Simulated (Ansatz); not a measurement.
Relaxed structures of BSiH3Se, closed shell (PBE0-D4/def2-TZVP; forces vanish, vibrations not checked; lower isomers may exist, and structures with a doubtful reference or unclear bonds are left out; Å). Program: Ansatz 0.2.0. Basis: def2-TZVPP. Cores are frozen in the correlated methods. Filled d shells of the heavier atoms are correlated. The def2 sets are not built for correlating such inner shells, so the correlated values are less sure here.

(1) Rank them by CCSD(T) energy, lowest first, and give each one's height above the lowest. Links in brackets join atoms within 1.22 times the sum of their covalent radii (1.1 for two metals). (To be estimated.)
A.
BSiH₃Se ([SiH3][B][Se])
```
6
angstrom
Si -0.5588 0.4310 -0.0109
B 1.0130 -0.7812 0.0198
Se 2.3852 -1.8394 0.0467
H -1.0628 0.5439 -1.4032
H -0.1535 1.7708 0.4848
H -1.6230 -0.1250 0.8629
```
B.
BSiH₃Se ([SiH2][B][SeH])
```
6
angstrom
Si -0.1012 0.5155 -0.2897
B 1.2748 -0.6793 -0.2459
Se 2.8874 -1.5628 -0.4496
H -1.2085 0.3525 -1.2556
H -0.3681 1.4005 0.8640
H 2.5639 -2.8025 0.2937
```
C.
BSiH₃Se ([BH]1[SiH2][Se]1)
```
6
angstrom
Si -0.7815 0.1108 -0.1395
B 1.1150 0.2587 0.2281
Se 0.7518 -1.6036 0.0300
H -1.3709 0.2714 -1.4895
H 2.1094 0.8589 0.4573
H -1.8238 0.1038 0.9137
```

T1 diagnostic: at most 0.017. The restricted Hartree–Fock reference is unstable towards an unrestricted one at one or more of these structures.

## Answers

(1) The calculation gives: A (0.0 kJ/mol), C (13.7 kJ/mol), B (205.3 kJ/mol). Heights count from the lowest.

For scale, one of the runs: CCSD(T)/def2-TZVPP, 163 basis functions, launched by `ansatz run in.yaml --threads 2 --pin off --events-out ev --progress --plain --max-ram 4352MiB`. The run took 37 s on 2 CPU threads of an Arm Neoverse V2 (shared host), with 1.2 GiB of host memory at its peak.
